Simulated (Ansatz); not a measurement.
Reaction (hydrogenolysis of a B–F bond): `OB(F)[NH][AlH2]` + H₂ → `OB[NH][AlH2]` + H–F

Calculated with Ansatz (gas phase, PBE0-D4/def2-TZVP geometries, no zero-point term in ΔE). CBS: MP2 limit from def2 TZ/QZ plus the TZ coupled-cluster correction, frozen cores. This one scheme is used for every species. Functionals use def2-TZVPP. B3LYP here is the variant with VWN-RPA as its local correlation; programs differ in this. HSE06 is defined as in plane-wave codes. Each species was taken in one conformer, which may not be the lowest.

`OB(F)[NH][AlH2]`:

Z-matrix (Å, degrees):
```
B
F 1 1.346
N 1 1.414 2 119.6
O 1 1.363 2 118.7 3 180.0
Al 3 1.793 1 129.7 2 -0.0
H 3 1.011 1 112.8 2 180.0
H 4 0.960 1 112.5 2 -0.0
H 5 1.583 3 115.7 1 -180.0
H 5 1.577 3 120.0 1 0.0
```

H₂:

Z-matrix (Å, degrees):
```
H
H 1 0.746
```

`OB[NH][AlH2]`:

```xyz
9

O     1.846   -0.265   -0.449
B     1.167    0.333    0.572
N    -0.259    0.375    0.641
Al   -1.447   -0.298   -0.514
H     1.283   -0.658   -1.123
H     1.837    0.834    1.431
H    -0.604    0.855    1.461
H    -2.994   -0.138   -0.243
H    -0.829   -1.036   -1.775
```

H–F:

```xyz
2

F    -0.182   -0.376    0.193
H     0.182    0.376   -0.193
```

```json
{"level": "r2SCAN-D4", "ΔE (kJ/mol)": "135.5", "difference from CCSD(T)/CBS": "13.5"}
{"level": "r2SCANh-D4", "ΔE (kJ/mol)": "134.6", "difference from CCSD(T)/CBS": "12.6"}
{"level": "HSE06-D4", "ΔE (kJ/mol)": "123.2", "difference from CCSD(T)/CBS": "1.2"}
{"level": "B2PLYP", "ΔE (kJ/mol)": "128.6", "difference from CCSD(T)/CBS": "6.6"}
{"level": "revPBE", "ΔE (kJ/mol)": "120.0", "difference from CCSD(T)/CBS": "-2.0"}
{"level": "BLYP", "ΔE (kJ/mol)": "127.3", "difference from CCSD(T)/CBS": "5.3"}
{"level": "r2SCAN", "ΔE (kJ/mol)": "135.3", "difference from CCSD(T)/CBS": "13.3"}
{"level": "PBE0", "ΔE (kJ/mol)": "122.7", "difference from CCSD(T)/CBS": "0.7"}
{"level": "B3LYP", "ΔE (kJ/mol)": "128.4", "difference from CCSD(T)/CBS": "6.4"}
{"level": "HSE06", "ΔE (kJ/mol)": "122.6", "difference from CCSD(T)/CBS": "0.6"}
{"level": "BHLYP", "ΔE (kJ/mol)": "131.9", "difference from CCSD(T)/CBS": "9.9"}
{"level": "LC-ωPBE", "ΔE (kJ/mol)": "125.5", "difference from CCSD(T)/CBS": "3.5"}
{"level": "MP2/def2-SVP", "ΔE (kJ/mol)": "146.7", "difference from CCSD(T)/CBS": "24.7"}
{"level": "SCS-MP2/def2-TZVPP", "ΔE (kJ/mol)": "126.5", "difference from CCSD(T)/CBS": "4.5"}
{"level": "CCSD/def2-TZVPP", "ΔE (kJ/mol)": "125.7", "difference from CCSD(T)/CBS": "3.7"}
{"level": "CCSD/CBS(def2)", "ΔE (kJ/mol)": "122.3", "difference from CCSD(T)/CBS": "0.3"}
{"level": "CCSD(T)/CBS", "ΔE (kJ/mol)": "122.0", "difference from CCSD(T)/CBS": "0"}
```

Largest T1 diagnostic among the species: 0.012.

In def2-TZVPP, CCSD(T) changes the Hartree–Fock value by −9.8 kJ/mol (the triples alone add −0.3 kJ/mol) and MP2 by −9.2 kJ/mol. From BLYP to BHLYP (50 % exact exchange), in def2-TZVPP and without D4, ΔE moves by +4.5 kJ/mol.
